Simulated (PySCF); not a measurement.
**Cost against result**

Saddle point of Si2H6ClF, closed shell (Si₂H₅Cl ([SiH3][SiH2][Cl]) + HF → SiH₂ClF ([F][SiH2][Cl]) + SiH₄; bonds formed: Si1–F7, Si2–H6; bonds broken: Si1–Si2, H6–F7), PBE0-D4/def2-TZVP structure:

```tsv
atom	x (Å)	y (Å)	z (Å)
Si1	0.1192	-1.1188	-0.5005
Si2	-0.2881	1.2789	0.4331
H3	-0.4893	-2.2500	0.2145
H4	1.1282	-1.2914	-1.5556
Cl5	-1.5343	-0.5415	-1.6992
H6	0.8325	-0.0894	0.7084
F7	1.5324	-1.0828	0.8091
H8	0.5189	1.9126	1.5178
H9	-0.1332	2.0561	-0.8135
H10	-1.6859	1.1262	0.8858
```

Barriers are electronic and count from the start structure reached by relaxing down the imaginary mode.

PySCF 2.14 with density fitting (its default auxiliary sets; JK sets also for MP2 and CCSD(T)); basis: as named in each row; cores frozen in the correlated methods. B3LYP uses VWN-RPA correlation. Extrapolation: Hartree–Fock as exp(−7.88 √X), correlation as X^−2.97.

Times are rough, for one single point on 4 threads of a shared host (Intel Xeon).

The estimate by CCSD(T) at an estimated basis limit (MP2 extrapolated from triple and quadruple zeta, plus CCSD(T) − MP2 in triple zeta) is 37.40 kcal/mol.

```csv
method,basis,time (s),barrier (kcal/mol),method less estimate
HF,STO-3G,2,91.16,53.76
B3LYP-D4,6-31G,9,43.53,6.12
PBE0-D4,def2-SVP,11,33.08,-4.32
PBE-D4,def2-SVP,12,26.71,-10.69
MP2,def2-QZVPP,13,35.49,-1.92
SPW92,def2-TZVPP,18,20.95,-16.45
PBE0-D4,def2-TZVPP,25,33.19,-4.21
B3LYP-D4,def2-TZVPP,26,35.19,-2.22
BHLYP-D4,def2-TZVPP,26,40.85,3.45
PBE-D4,def2-TZVPP,29,27.84,-9.57
r2SCAN-D4,def2-TZVPP,51,30.27,-7.14
CCSD(T),def2-SVP,120,42.54,5.14
wB97M-V,def2-TZVPP,530,34.22,-3.19
CCSD(T),def2-TZVPP,1200,38.30,0.90
```

All methods are single points on the PBE0-D4 structures.

T1 diagnostic: at most 0.013.

Labels in which every atom is bracketed show which atoms are joined, not bond orders.
